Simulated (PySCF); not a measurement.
Isomers of C8H12N2, mass 136.100 u with the commonest isotopes. Theory: PBE0/pcSseg-1 in PySCF (dipole) on a GFN2-xTB geometry, gas phase. One conformer each, none proved a minimum here; rigid rotors.

**Question.** Order these by rotational constant A, smallest first.
A. `[CH2:1]=[CH:2]/[CH:3]=[N:4]\[N:5]=[C:6](/[CH:7]=[CH2:8])[CH2:9][CH3:10]` with C1–C2–C3–N4 -177°, C3–N4–N5–C6 105°, N5–C6–C7–C8 14°, N5–C6–C9–C10 -111°
B. `[NH2:1][CH2:2][CH2:3][NH:4][c:5]1[cH:6][cH:7][cH:8][cH:9][cH:10]1` with H–N1–C2–C3 -66° and 175°, N1–C2–C3–N4 -58°, C2–C3–N4–C5 176°, C3–N4–C5–C6 -166°
C. `[CH3:1][c:2]1[cH:3][cH:4][n:5]([CH:6]2[CH2:7][CH2:8][CH2:9]2)[n:10]1` with C4–N5–C6–C7 129°, N5–C6–C7–C8 133°, C6–C7–C8–C9 -14°, C7–C8–C9–C6 14°, N5–C6–C9–C8 -133°

**Answer.** A (2556 MHz), C (3160 MHz), B (3912 MHz).

**Question.** Order these by rotational constant C, largest first.
A. `[CH2:1]=[CH:2]/[CH:3]=[N:4]\[N:5]=[C:6](/[CH:7]=[CH2:8])[CH2:9][CH3:10]` with C1–C2–C3–N4 -177°, C3–N4–N5–C6 105°, N5–C6–C7–C8 14°, N5–C6–C9–C10 -111°
B. `[NH2:1][CH2:2][CH2:3][NH:4][c:5]1[cH:6][cH:7][cH:8][cH:9][cH:10]1` with H–N1–C2–C3 -66° and 175°, N1–C2–C3–N4 -58°, C2–C3–N4–C5 176°, C3–N4–C5–C6 -166°
C. `[CH3:1][c:2]1[cH:3][cH:4][n:5]([CH:6]2[CH2:7][CH2:8][CH2:9]2)[n:10]1` with C4–N5–C6–C7 129°, N5–C6–C7–C8 133°, C6–C7–C8–C9 -14°, C7–C8–C9–C6 14°, N5–C6–C9–C8 -133°

**Answer.** C (746.9 MHz), A (617.5 MHz), B (569.8 MHz).

**Question.** Order these by radius of gyration √(Σ m r²/M), smallest first.
A. `[NH2:1][CH2:2][CH2:3][NH:4][c:5]1[cH:6][cH:7][cH:8][cH:9][cH:10]1` with H–N1–C2–C3 -66° and 175°, N1–C2–C3–N4 -58°, C2–C3–N4–C5 176°, C3–N4–C5–C6 -166°
B. `[CH2:1]=[CH:2]/[CH:3]=[N:4]\[N:5]=[C:6](/[CH:7]=[CH2:8])[CH2:9][CH3:10]` with C1–C2–C3–N4 -177°, C3–N4–N5–C6 105°, N5–C6–C7–C8 14°, N5–C6–C9–C10 -111°
C. `[CH3:1][c:2]1[cH:3][cH:4][n:5]([CH:6]2[CH2:7][CH2:8][CH2:9]2)[n:10]1` with C4–N5–C6–C7 129°, N5–C6–C7–C8 133°, C6–C7–C8–C9 -14°, C7–C8–C9–C6 14°, N5–C6–C9–C8 -133°

**Answer.** C (2.296 Å), B (2.543 Å), A (2.572 Å).

```tsv
SMILES	point group	Ia (u·Å²)	Ib (u·Å²)	Ic (u·Å²)	κ	μa (D)	μb (D)	μc (D)
NCCNc1ccccc1	C1	129.19	784.75	886.87	-0.96	3.45	0.49	0.69
C=C/C=N\N=C(/C=C)CC	C1	197.76	744.05	818.48	-0.94	0.02	1.00	1.40
Cc1ccn(C2CCC2)n1	–	159.94	598.81	676.60	-0.92	0.71	1.52	0.01
```
